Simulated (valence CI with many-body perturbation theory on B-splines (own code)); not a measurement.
# E1 line list for Ga²⁵⁺

Calculated by valence CI with perturbative core correlation (CI+MBPT): four valence electrons over a frozen Dirac-Fock core [He], a basis of 11 s, 11 p, 9 d, 7 f, 5 g, 2 h, 1 i functions for each j, with the one-electron correlation potential Σ1, the two-electron term Σ2, the three-electron term Σ3, Breit, model QED; selected CI, second order for the rest (own B-spline code, finite nucleus).

No measured levels were compared; by estimate levels of excited configurations hold to 0.05 to 0.15 % of their energy, terms of the ground configuration to about 0.5 %. Among the levels kept, up to 270 cm⁻¹ of a level comes from second order outside the variational space, and about a tenth of that is noise between levels of different J, which matters for small intervals.

Lines 201 to 250 of 266 in falling wavelength, among levels below 1622.1 eV, chosen from the strongest by gf and those to the six lowest levels. Wavelengths and rates use the calculated energies, so an error of 800 cm⁻¹ moves a line at 8.185 Å by 0.0065 % and its rate by three times that or more. Electric multipoles are in the length gauge, E1 and E2 with the static RPA response of the core. Weak lines are less certain than strong ones. Lines between different terms over intervals too small for the method are left out, as are lines whose strength nearly cancels. The highest levels of a list are the least certain.

Names give the largest LS component (configuration and term), which can be under half, so a name can repeat, a term be missing and a line seem to break the LS rules; names also repeat where a configuration has a term twice. Letters in brackets count levels of one name in rising energy.

```csv
λ vac (Å),Upper,Lower,A (s⁻¹),log gf,Branch %
8.185,2s2 2p 3d 1F°_3,2s2 2p2 3P_2,6.54e+12,-0.34,9.7
8.185,2s2 2p 3d 3P°_0,2s2 2p2 3P_1,3.05e+13,-0.51,100.0
8.181,2s 2p2 3p 5P°_1 [a],2s2 2p2 3P_2,6.18e+11,-1.73,3.7
8.171,2s 2p2 3d 3D_2,2s 2p3 5S°_2,1.39e+11,-2.16,0.6
8.167,2s 2p2 3d 3D_3,2s 2p3 5S°_2,7.42e+11,-1.28,2.2
8.157,2s 2p2 3p 5D°_1 [b],2s2 2p2 3P_1,1.09e+12,-1.49,10.2
8.138,2s 2p2 3p 5P°_1 [a],2s2 2p2 3P_1,2.67e+11,-2.10,1.6
8.131,2s2 2p 3d 1P°_1,2s2 2p2 3P_1,1.42e+12,-1.38,4.2
8.124,2s 2p2 3p 3P°_1 [b],2s2 2p2 1S_0,2.61e+11,-2.11,5.5
8.119,2s 2p2 3p 5P°_1 [b],2s2 2p2 3P_2,3.47e+11,-1.99,3.8
8.118,2s 2p2 3p 3P°_1 [c],2s2 2p2 1S_0,2.95e+11,-2.06,9.6
8.116,2s 2p2 3p 5D°_2 [b],2s2 2p2 3P_1,3.20e+12,-0.80,95.7
8.111,2s 2p2 3p 5P°_3,2s2 2p2 3P_2,2.90e+12,-0.70,77.9
8.110,2s 2p2 3p 3F°_2,2s2 2p2 1D_2,1.82e+12,-1.05,37.9
8.107,2s 2p2 3p 5D°_1 [a],2s2 2p2 3P_0,1.49e+12,-1.36,32.0
8.092,2s 2p2 3p 3D°_2 [a],2s2 2p2 3P_2,5.77e+11,-1.55,5.2
8.087,2s 2p2 3p 1P°_1,2s2 2p2 1S_0,4.31e+11,-1.90,4.7
8.084,2s 2p2 3p 3D°_1,2s2 2p2 1D_2,1.36e+12,-1.40,16.9
8.077,2s 2p2 3p 5P°_1 [b],2s2 2p2 3P_1,8.31e+12,-0.61,91.7
8.064,2s 2p2 3p 3P°_1 [d],2s2 2p2 1S_0,3.91e+11,-1.94,5.1
8.064,2s 2p2 3p 5S°_2,2s2 2p2 3P_2,1.46e+12,-1.15,64.2
8.050,2s 2p2 3p 3D°_2 [a],2s2 2p2 3P_1,1.04e+13,-0.30,93.8
8.046,2s 2p2 3p 1D°_2,2s2 2p2 1D_2,2.96e+12,-0.84,41.0
8.036,2s 2p2 3p 3P°_2 [a],2s2 2p2 3P_2,9.95e+12,-0.32,85.7
8.035,2s 2p2 3p 5D°_1 [b],2s2 2p2 3P_0,6.83e+12,-0.70,63.8
8.030,2s 2p2 3p 3P°_1 [a],2s2 2p2 3P_2,1.10e+13,-0.50,79.1
8.027,2s 2p2 3p 3D°_3 [a],2s2 2p2 3P_2,9.72e+12,-0.18,90.9
8.024,2s 2p2 3p 3P°_0 [a],2s2 2p2 3P_1,1.28e+13,-0.91,98.8
8.024,2s 2p2 3p 3D°_2 [b],2s2 2p2 1D_2,2.75e+12,-0.88,65.6
8.022,2s 2p2 3p 5S°_2,2s2 2p2 3P_1,6.90e+11,-1.48,30.4
8.020,2s 2p2 3p 3P°_1 [b],2s2 2p2 1D_2,2.50e+12,-1.14,52.9
8.016,2s 2p2 3p 5P°_1 [a],2s2 2p2 3P_0,1.35e+12,-1.41,8.1
8.014,2s 2p2 3p 1F°_3,2s2 2p2 1D_2,1.40e+13,-0.02,90.8
8.010,2s2 2p 3d 1P°_1,2s2 2p2 3P_0,5.13e+12,-0.83,15.3
7.994,2s 2p2 3p 3P°_2 [a],2s2 2p2 3P_1,8.46e+11,-1.39,7.3
7.988,2s 2p2 3p 3P°_1 [a],2s2 2p2 3P_1,8.56e+11,-1.61,6.2
7.984,2s 2p2 3p 1P°_1,2s2 2p2 1D_2,5.59e+12,-0.79,60.8
7.962,2s 2p2 3p 3P°_1 [d],2s2 2p2 1D_2,4.29e+12,-0.91,55.6
7.957,2s 2p2 3p 5P°_1 [b],2s2 2p2 3P_0,3.32e+11,-2.02,3.7
7.955,2s 2p2 3p 3F°_2,2s2 2p2 3P_2,2.59e+12,-0.91,54.1
7.951,2s 2p2 3p 3P°_2 [b],2s2 2p2 1D_2,8.37e+12,-0.40,95.1
7.930,2s 2p2 3p 3D°_1,2s2 2p2 3P_2,3.81e+12,-0.97,47.2
7.914,2s 2p2 3p 3F°_2,2s2 2p2 3P_1,3.40e+11,-1.80,7.1
7.904,2s 2p2 3p 3F°_3,2s2 2p2 3P_2,2.65e+12,-0.76,97.1
7.893,2s 2p2 3p 1D°_2,2s2 2p2 3P_2,3.96e+12,-0.73,54.8
7.890,2s 2p2 3p 3D°_1,2s2 2p2 3P_1,1.71e+12,-1.32,21.1
7.872,2s 2p2 3p 3D°_2 [b],2s2 2p2 3P_2,9.96e+10,-2.33,2.4
7.871,2s 2p2 3p 3P°_1 [a],2s2 2p2 3P_0,7.36e+11,-1.69,5.3
7.868,2s 2p2 3p 3P°_1 [b],2s2 2p2 3P_2,3.52e+11,-2.01,7.4
7.862,2s 2p2 3p 1F°_3,2s2 2p2 3P_2,1.33e+12,-1.07,8.6
```

**Question.** How does gf follow from A for the line at 7.930 Å?

**Answer.** gf = 1.4992 × (2J+1)_upper × A / σ², with σ = 12610764 cm⁻¹ and 2J+1 = 3: gf = 0.108.
